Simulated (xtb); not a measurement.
xtb input (GFN1-xTB):

```bash
xtb mol.xyz --gfn 1 --sp --chrg 1 --uhf 0
```
mol.xyz:
```
17

Si    -0.01118319     0.08426777    -0.15036363
C      1.76412864     0.26289456    -0.63804851
C     -1.00875104    -1.08044742    -1.18466199
C     -0.86598730     1.65102093     0.33550737
N      0.11412378    -0.85994745     1.53445174
H      1.81911512     0.79165956    -1.59330717
H      2.25640857    -0.70171685    -0.77784732
H      2.33738333     0.84755599     0.08438382
H     -1.14667587    -0.64513973    -2.17794894
H     -2.00418777    -1.25575009    -0.77146336
H     -0.51240143    -2.04308724    -1.32365855
H     -1.86163355     1.47170935     0.74647488
H     -0.99397994     2.27635892    -0.55202028
H     -0.28887244     2.23364505     1.05651084
H      0.64860411    -0.33280768     2.22676805
H      0.57370705    -1.76579728     1.42925309
H     -0.80611080    -1.03755503     1.94000236
```

Output:

```
           -------------------------------------------------
          |                Calculation Setup                |
           -------------------------------------------------

           -------------------------------------------------
          |                 G F N 1 - x T B                 |
           -------------------------------------------------

        Reference                      10.1021/acs.jctc.7b00118
      * Hamiltonian:
        H0-scaling (s, p, d)           1.850000    2.250000    2.000000
        zeta-weighting                 0.000000
      * Dispersion:
        s8                             2.400000
        a1                             0.630000
        a2                             5.000000
        s9                             0.000000
      * Repulsion:
        kExp                           1.500000
        rExp                           1.000000
      * Coulomb:
        alpha                          2.000000
        third order                    atomic
        anisotropic                    false
      * Halogen bond correction:
        rad-scale                      1.300000
        damping                        0.440000

          ...................................................
          :                      SETUP                      :
          :.................................................:
          :  # basis functions                  50          :
          :  # atomic orbitals                  49          :
          :  # shells                           35          :
          :  # electrons                        32          :
          :  # halogen bonds                     0          :
          :  max. iterations                   250          :
          :  Hamiltonian                  GFN1-xTB          :
          :  restarted?                      false          :
          :  GBSA solvation                  false          :
          :  PC potential                    false          :
          :  electronic temp.          300.0000000     K    :
          :  accuracy                    1.0000000          :
          :  -> integral cutoff          0.2500000E+02      :
          :  -> integral neglect         0.1000000E-07      :
          :  -> SCF convergence          0.1000000E-05 Eh   :
          :  -> wf. convergence          0.2000000E-04 e    :
          :  Broyden damping             0.4000000          :
          :  net charge                          1          :
          :  unpaired electrons                  0          :
          ...................................................

 iter      E             dE          RMSdq      gap      omega  full diag
   1    -17.6785604 -0.176786E+02  0.740E+00    7.17       0.0  T
   2    -17.7200177 -0.414573E-01  0.442E+00    6.88       1.0  T
   3    -17.7202049 -0.187149E-03  0.545E-01    6.27       1.0  T
   4    -17.7213666 -0.116170E-02  0.146E-01    6.46       1.0  T
   5    -17.7219902 -0.623644E-03  0.520E-02    6.49       1.0  T
   6    -17.7220075 -0.172829E-04  0.158E-02    6.51       1.5  T
   7    -17.7220134 -0.587738E-05  0.225E-03    6.51      10.8  T
   8    -17.7220134 -0.561755E-07  0.151E-04    6.51     160.7  T
   9    -17.7220134 -0.262464E-09  0.111E-04    6.51     218.2  T

   *** convergence criteria satisfied after 9 iterations ***

         #    Occupation            Energy/Eh            Energy/eV
      -------------------------------------------------------------
         1        2.0000           -0.9966645             -27.1206
       ...           ...                  ...                  ...
        10        2.0000           -0.6761474             -18.3989
        11        2.0000           -0.6633217             -18.0499
        12        2.0000           -0.6633217             -18.0499
        13        2.0000           -0.6617812             -18.0080
        14        2.0000           -0.6596769             -17.9507
        15        2.0000           -0.6000176             -16.3273
        16        2.0000           -0.6000176             -16.3273 (HOMO)
        17                         -0.3607815              -9.8174 (LUMO)
        18                         -0.3333642              -9.0713
        19                         -0.3125744              -8.5056
        20                         -0.3125744              -8.5056
        21                         -0.2766374              -7.5277
       ...                                ...                  ...
        49                          0.8092492              22.0208
      -------------------------------------------------------------
                  HL-Gap            0.2392360 Eh            6.5099 eV
             Fermi-level           -0.4803996 Eh          -13.0723 eV

 SCC (total)                   0 d,  0 h,  0 min,  0.024 sec
 SCC setup                      ...        0 min,  0.000 sec (  0.933%)
 Dispersion                     ...        0 min,  0.000 sec (  0.576%)
 classical contributions        ...        0 min,  0.000 sec (  0.252%)
 integral evaluation            ...        0 min,  0.006 sec ( 24.831%)
 iterations                     ...        0 min,  0.005 sec ( 23.145%)
 molecular gradient             ...        0 min,  0.011 sec ( 48.272%)
 printout                       ...        0 min,  0.000 sec (  1.868%)

         :::::::::::::::::::::::::::::::::::::::::::::::::::::
         ::                     SUMMARY                     ::
         :::::::::::::::::::::::::::::::::::::::::::::::::::::
         :: total energy             -17.480292383230 Eh    ::
         :: gradient norm              0.024180876180 Eh/a0 ::
         :: HOMO-LUMO gap              6.509943434569 eV    ::
         ::.................................................::
         :: SCC energy               -17.722013431300 Eh    ::
         :: -> electrostatic           0.095861658386 Eh    ::
         :: repulsion energy           0.248124386701 Eh    ::
         :: dispersion energy         -0.006403338630 Eh    ::
         :: halogen bond corr.         0.000000000000 Eh    ::
         :: add. restraining           0.000000000000 Eh    ::
         :: total charge               1.000000000000 e     ::
         :::::::::::::::::::::::::::::::::::::::::::::::::::::

           -------------------------------------------------
          |                Property Printout                |
           -------------------------------------------------

    * Orbital Energies and Occupations

         #    Occupation            Energy/Eh            Energy/eV
      -------------------------------------------------------------
         1        2.0000           -0.9966645             -27.1206
       ...           ...                  ...                  ...
         4        2.0000           -0.7847225             -21.3534
         5        2.0000           -0.7707677             -20.9737
         6        2.0000           -0.7707677             -20.9737
         7        2.0000           -0.7410206             -20.1642
         8        2.0000           -0.6840345             -18.6135
         9        2.0000           -0.6761474             -18.3989
        10        2.0000           -0.6761474             -18.3989
        11        2.0000           -0.6633217             -18.0499
        12        2.0000           -0.6633217             -18.0499
        13        2.0000           -0.6617812             -18.0080
        14        2.0000           -0.6596769             -17.9507
        15        2.0000           -0.6000176             -16.3273
        16        2.0000           -0.6000176             -16.3273 (HOMO)
        17                         -0.3607815              -9.8174 (LUMO)
        18                         -0.3333642              -9.0713
        19                         -0.3125744              -8.5056
        20                         -0.3125744              -8.5056
        21                         -0.2766374              -7.5277
        22                         -0.2703798              -7.3574
        23                         -0.2703798              -7.3574
        24                         -0.2451342              -6.6704
        25                         -0.2451342              -6.6704
        26                         -0.2080097              -5.6602
        27                         -0.2080097              -5.6602
       ...                                ...                  ...
        49                          0.8092492              22.0208
      -------------------------------------------------------------
                  HL-Gap            0.2392360 Eh            6.5099 eV
             Fermi-level           -0.4803996 Eh          -13.0723 eV

  Mulliken/CM5 charges         n(s)   n(p)   n(d)
     1Si    0.39494  0.22114   1.266  1.542  0.797
     2C    -0.19331 -0.29782   1.004  3.189  0.000
     3C    -0.19331 -0.29782   1.004  3.189  0.000
     4C    -0.19331 -0.29782   1.004  3.189  0.000
     5N    -0.35097 -0.91946   1.473  3.878  0.000
     6H     0.09391  0.14932   0.906  0.000  0.000
     7H     0.07798  0.13343   0.922  0.000  0.000
     8H     0.07798  0.13343   0.922  0.000  0.000
     9H     0.09391  0.14932   0.906  0.000  0.000
    10H     0.07798  0.13343   0.922  0.000  0.000
    11H     0.07798  0.13343   0.922  0.000  0.000
    12H     0.07798  0.13343   0.922  0.000  0.000
    13H     0.09391  0.14932   0.906  0.000  0.000
    14H     0.07798  0.13343   0.922  0.000  0.000
    15H     0.26212  0.44775   0.738  0.000  0.000
    16H     0.26212  0.44775   0.738  0.000  0.000
    17H     0.26212  0.44775   0.738  0.000  0.000

Wiberg/Mayer (AO) data.
largest (>0.10) Wiberg bond orders for each atom

 ---------------------------------------------------------------------------
     #   Z sym  total        # sym  WBO       # sym  WBO       # sym  WBO
 ---------------------------------------------------------------------------
     1  14 Si   4.505 --     4 C    1.092     2 C    1.092     3 C    1.092
                             5 N    0.647
     2   6 C    3.967 --     1 Si   1.092     8 H    0.927     7 H    0.927
                             6 H    0.918
     3   6 C    3.967 --     1 Si   1.092    11 H    0.927    10 H    0.927
                             9 H    0.918
     4   6 C    3.967 --     1 Si   1.092    12 H    0.927    14 H    0.927
                            13 H    0.918
     5   7 N    3.419 --    15 H    0.907    17 H    0.907    16 H    0.907
                             1 Si   0.647
     6   1 H    0.990 --     2 C    0.918
     7   1 H    0.992 --     2 C    0.927
     8   1 H    0.992 --     2 C    0.927
     9   1 H    0.990 --     3 C    0.918
    10   1 H    0.992 --     3 C    0.927
    11   1 H    0.992 --     3 C    0.927
    12   1 H    0.992 --     4 C    0.927
    13   1 H    0.990 --     4 C    0.918
    14   1 H    0.992 --     4 C    0.927
    15   1 H    0.935 --     5 N    0.907
    16   1 H    0.935 --     5 N    0.907
    17   1 H    0.935 --     5 N    0.907
 ---------------------------------------------------------------------------

Topologies differ in total number of bonds
Writing topology from bond orders to xtbtopo.mol

 dipole moment from electron density (au)
     X       Y       Z
   0.1304  -0.9824   1.7530  total (Debye):    5.118

           -------------------------------------------------
          | TOTAL ENERGY              -17.480292383230 Eh   |
          | GRADIENT NORM               0.024180876180 Eh/α |
          | HOMO-LUMO GAP               6.509943434569 eV   |
           -------------------------------------------------

------------------------------------------------------------------------
------------------------------------------------------------------------
 total:
Note: The following floating-point exceptions are signalling: IEEE_DENORMAL
normal termination of xtb
 SCF:
```

It need not be the lowest isomer of its formula.
